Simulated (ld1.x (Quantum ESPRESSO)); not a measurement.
**neodymium (Nd): TM pseudisation with revPBE, scalar-relativistic reference atom.**

```json
{
  "Element": "Nd",
  "Generator": "ld1.x (Quantum ESPRESSO) 7.5",
  "Type": "norm-conserving Troullier–Martins (Kleinman–Bylander form)",
  "Functional": "revPBE",
  "Relativity": "scalar-relativistic",
  "Frozen core": "[Kr] 4d10",
  "Valence charge": "14",
  "Reference configuration": "4f4 5s2 5p6 5d0 6s0 6p0 (charge +2)",
  "Partial waves": "5s (bound): rc 2.40 bohr; 5p (bound): rc 1.50 bohr; 5d (bound, empty): rc 3.50 bohr; 4f (bound): rc 1.80 bohr",
  "Local potential": "all-electron potential smoothed inside 2.20 bohr (lloc = -1)",
  "Core correction": "a·sin(br)/r model core inside 1.45 bohr"
}
```

Poles of the logarithmic derivatives, all-electron (AE) and pseudo (PS). s: poles at -3.9, 0.0, 4.5 (AE) and -3.9, -0.2, 2.5 (PS) Ry. p: poles at -2.5, 0.8 (AE) and -2.5, 0.8 (PS) Ry. d: poles at -0.7, 2.3 (AE) and -0.7, 2.3 (PS) Ry. f: poles at -1.0, 1.2, 4.6 (AE) and -1.0, 1.3 (PS) Ry. Test radius 3.81 bohr.

* Cutoffs needed: 120 Ry and 180 Ry (the cutoffs (Ry, on a coarse ladder) from which the occupation-weighted sum of valence levels, in a spherical-Bessel basis at the reference potential, stays within 10 and 1 mRy of its value at 400 Ry)
* Ghost test: no extra level below or beside the all-electron valence levels (s, p, d, f tested) (spherical-Bessel basis up to 400 Ry, 20 bohr box)
* Largest excitation error: +652 meV (all-electron minus pseudo) for 4f3 5s2 5p6 5d1 6s1 6p0, out of 7 test configurations
